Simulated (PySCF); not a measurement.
**Electron correlation in Al⁺ (aluminium, charge +1)**

[Ne] 3s2, closed-shell 1S. Calculation: PySCF 2.14, in pcseg-2 (5s4p2d1f, 34 functions); no relativity, point nucleus. Frozen: [Ne]; 2 electrons correlated.

Total MP2 correlation energy: -27.07 mhartree.

Same-spin part 0.00 and opposite-spin part -27.07 mhartree; SCS-MP2 scales them by 1/3 and 6/5 to -32.48 mhartree.

With two correlated electrons CCSD is exact within the correlated space (frozen core and kept virtual orbitals).

| level | correlation energy (mhartree) |
| --- | --- |
| CCSD | -38.90 |

Diagnostics: T1 = 0.0084, D1 = 0.0119, largest double amplitude 0.111.

Task: Is a single reference adequate?

Result: Mostly. T1 lies below 0.03, but a double amplitude of this size points to a near-degeneracy that CCSD handles and MP2 describes poorly.
